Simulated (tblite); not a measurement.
Species: C₄H₁₀Ge.
Cartesian coordinates in Å at the GFN2-xTB level; atoms count from 1:
```xyz
15
C4H10Ge angstrom
C      0.399   -1.433    1.320
C      0.286   -0.591    0.304
Ge     1.784    0.571   -0.190
C     -0.971   -0.483   -0.507
C     -1.538    0.932   -0.458
H      1.311   -1.505    1.893
H     -0.406   -2.086    1.624
H      1.636    1.967    0.334
H      1.911    0.682   -1.678
H      3.064    0.030    0.361
H     -0.739   -0.736   -1.547
H     -1.715   -1.196   -0.144
H     -0.816    1.641   -0.866
H     -2.455    1.000   -1.038
H     -1.754    1.216    0.570
```

Calculated harmonic vibrations of the isolated species, GFN2-xTB (tblite), most abundant isotopes, no scaling. The method is semi-empirical: single wavenumbers can be off by several per cent or more. Modes of hydrogen on germanium can be 10 to 20 % off. One conformer, not necessarily the lowest.

Harmonic wavenumbers (cm⁻¹): 65.0, 112.8, 176.9, 211.2, 275.2, 322.0, 403.8, 518.8, 539.2, 573.9, 709.0, 780.9, 826.8, 851.3, 873.4, 903.7, 906.8, 1022.5, 1075.1, 1087.6, 1193.1, 1242.2, 1316.2, 1405.1, 1414.6, 1477.3, 1491.2, 1497.3, 1679.0, 1969.7, 2049.4, 2070.9, 2933.3, 2961.6, 2992.0, 3027.2, 3031.0, 3058.2, 3083.5.

A = 4377, B = 2108, C = 1546 MHz; mass 131.999 u (most abundant isotopes); point group C1, symmetry number 1.

Zero-point energy?

Half the sum of the wavenumbers: 26064 cm⁻¹ = 74.52 kcal/mol.

Give the ideal-gas entropy at 298.15 K and 1 bar in the rigid-rotor, harmonic-oscillator model (classical rotation).

Translation 40.57, rotation 27.51, vibration 19.11: S = 87.2 cal/(mol K).

And Cp and H(298.15 K) − H(0)?

Cp = 30.01 cal/(mol K), of which vibrations give 22.06 (their classical limit is 39 R = 77.5); H(298.15 K) − H(0) = 5.54 kcal/mol without the zero-point energy, 3.17 from vibrations.

How do the functions run with temperature in this model?

```tsv
T (K)	S (cal/(mol K))	Cp (cal/(mol K))	H − H(0) (kcal/mol)	G − H(0) (kcal/mol)	ln q(vib)
50	55.4	10.9	0.45	-2.32	0.22
100	64.2	15.0	1.10	-5.32	0.88
373.15	94.5	35.6	8.00	-27.28	5.63
500	106.2	43.9	13.06	-40.02	7.95
750	126.4	56.0	25.66	-69.16	12.45
1000	143.7	64.0	40.73	-102.98	16.72
```

q(vib) and H(0) count from the zero-point level.

Which modes carry the vibrational entropy at 298.15 K?

65.0 cm⁻¹: 4.30; 112.8 cm⁻¹: 3.22; 176.9 cm⁻¹: 2.36; 211.2 cm⁻¹: 2.03; 275.2 cm⁻¹: 1.56; 322.0 cm⁻¹: 1.30 cal/(mol K); the other 33 give 4.33 together.

What must be added to the electronic energy to get the Gibbs energy at 298.15 K and 1 bar?

ZPE + [H(298.15 K) − H(0)] − T·S = 74.52 + 5.54 − 26.00 = 54.06 kcal/mol.

Blend soft modes into free rotors: weight 1/[1 + (100 cm⁻¹/ν̃)⁴] for the oscillator and the rest for a rotor with moment μB/(μ + B), μ = h/(8π²ν), B = 10⁻⁴⁴ kg m². What vibrational entropy results?

18.07 cal/(mol K) in place of 19.11, which changes −T·S at 298.15 K by +0.31 kcal/mol.

Hindered rotation and anharmonicity are outside this model. Other conformers, if any are populated, would add a mixing term that is left out. The structure is chiral; the term R ln 2 for an equal mix with its mirror image is left out.
